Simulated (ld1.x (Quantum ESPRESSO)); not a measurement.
**Cu, TM: configuration errors across variants**

copper, norm-conserving Troullier–Martins (Kleinman–Bylander form), made with ld1.x (Quantum ESPRESSO) 7.5 (PBE, scalar-relativistic). Core [Ar], reference 3d10 4s1 4p0. Waves: 4s (bound): rc 1.75 bohr; 4p (bound, empty): rc 3.20 bohr; 3d (bound): rc 0.75 bohr. Local part: the d channel. Core correction: Bessel-smoothed model core, default radius (core density twice the valence density).

All-electron excitation energies from the reference (eV): (1) 3d10 4s0 4p0 8.148; (2) 3d9 4s0 4p0 29.480; (3) 3d8 4s0 4p0 68.500; (4) 3d7 4s0 4p0 128.209; (5) 3d10 4s0.5 4p0 3.162.

The default core radius of the base comes out at 0.36 bohr.

Tests that are not counted but printed errors over 1 eV. “base”: 3d9 4s1 4p1 (solver errors, printed error -13.5 eV). “all radii but the core radius scaled by about 1.18 (s 2.06, p 3.78, d 0.88 bohr)”: 3d9 4s1 4p0 (solver errors, printed error -4.0 eV). “wave 4s (bound): rc 1.75 bohr becomes 4s (bound): rc 1.20 bohr”: 3d9 4s1 4p1 (solver errors, printed error -2.6 eV). “core correction Bessel-smoothed model core inside 0.36 bohr”: 3d9 4s1 4p1 (solver errors, printed error -13.5 eV). “local potential all-electron potential smoothed inside 0.60 bohr (lloc = -1)”: 3d9 4s1 4p1 (solver errors, printed error -1374 eV).

2 further variants failed, have other tests or another functional or relativity, and are left out.

A true bound ghost makes a file unfit for plane-wave use even where its test errors are small: the radial tests pick states by their node count and pass the ghost by. Where a test does run into it, the solver fails or the error is huge.

Errors AE − PS in meV (a dash: test not solved or not reliable):

```csv
change,(1),(2),(3),(4),(5),bound ghosts
base,-17,-36,-395,-1554,-3.4,"s, p"
"all radii but the core radius scaled by about 1.18 (s 2.06, p 3.78, d 0.88 bohr)",-18,-40,-416,-1608,-3.5,"s, p"
wave 4s (bound): rc 1.75 bohr becomes 4s (bound): rc 1.20 bohr,-5.2,-54,-481,-1752,-1.0,"p, s"
core correction Bessel-smoothed model core inside 0.36 bohr,-17,-36,-395,-1554,-3.4,"s, p"
local potential all-electron potential smoothed inside 0.60 bohr (lloc = -1),-17,-35,-389,-1533,-3.5,"s, p"
wave 4p (bound): rc 3.20 bohr becomes 4p (bound): rc 4.74 bohr,-17,-36,-395,-1554,-3.4,"s, p"
```

Problem. Give the same row for: wave 3d (bound): rc 0.75 bohr becomes 3d (bound): rc 0.90 bohr.

Solution. -17, -40, -416, -1608, -3.5; bound ghosts: s, p. Not counted: 3d9 4s1 4p0 (solver errors, printed error -3.8 eV).
